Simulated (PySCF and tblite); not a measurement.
Values are calculated unless marked as measured or tabulated.
BrCH2CH2CH2F, C3H6BrF, numbered as in [F:1][CH2:2][CH2:3][CH2:4][Br:5].

The ensemble was built from 90 distance-geometry starts (ETKDG and KDG, MMFF94s, GFN2-xTB) and rests on PBE0-D3(BJ)/def2-SVP geometries. Energies: CAM-B3LYP-D3(BJ)/pcSseg-1, with GFN2-xTB thermal terms (modes under about 100 cm⁻¹ blended into free rotors). Symmetry numbers and mirror images are counted. Conformers within 3 kcal/mol (GFN2-xTB free energy) were kept, 6 at most. GIAO shieldings: CAM-B3LYP/pcSseg-1. Shifts are against TMS (¹H), TMS (¹³C), CFCl3 (¹⁹F) at the same level. (PySCF 2.14, tblite 0.8.)

(1) Predict the averaged NMR shifts at 298.15 K.

(2) How do the conformers differ?

(3) Which signal moves most, for its nucleus, between 150 and 400 K through the change of populations alone?

Spin–orbit effects of the heavy atoms on shieldings are missing. At a carbon that bears Br the missing effect is some 10 ppm, beside I tens of ppm. Unscaled ¹⁹F shifts at such levels can be off by tens of ppm; differences between conformers or isomers are more reliable. Shifts are unscaled: against experiment ¹³C can be off by 15 ppm or more and ¹H by 0.8 ppm.

## Answers

(1) ¹H: 4.62 (H2, 2H), 3.43 (H4, 2H), 1.76 (H3, 2H) ppm. ¹³C: 81.2 (C2), 37.9 (C4), 37.3 (C3) ppm. ¹⁹F: -240.6 (F1) ppm.

(2) Torsions listed: F1–C2–C3–C4, C2–C3–C4–Br5. Of a mirror pair one member is shown.
```json
{"conformer": "1", "shape": "-58°, -68°", "weight %": "76.3"}
{"conformer": "2", "shape": "-60°, 179°", "weight %": "15.9"}
{"conformer": "3", "shape": "-175°, -64°", "weight %": "7.1"}
{"conformer": "4", "shape": "180°, 180°", "weight %": "0.7"}
```

| signal | 1 | 2 | 3 | 4 | average |
| --- | --- | --- | --- | --- | --- |
| H2 | 4.67 | 4.42 | 4.58 | 4.24 | 4.62 |
| H3 | 1.72 | 1.84 | 1.99 | 2.09 | 1.76 |
| H4 | 3.48 | 3.28 | 3.23 | 2.82 | 3.43 |
| C2 | 80.2 | 84.1 | 84.8 | 83.7 | 81.2 |
| C3 | 36.9 | 39.7 | 35.8 | 38.8 | 37.3 |
| C4 | 38.0 | 38.2 | 37.5 | 34.5 | 37.9 |
| F1 | -242.0 | -236.0 | -236.8 | -230.7 | -240.6 |

(3) C2: 80.4 ppm at 150 K, 80.6 ppm at 200 K, 80.9 ppm at 250 K, 81.2 ppm at 298.15 K, 81.7 ppm at 400 K.
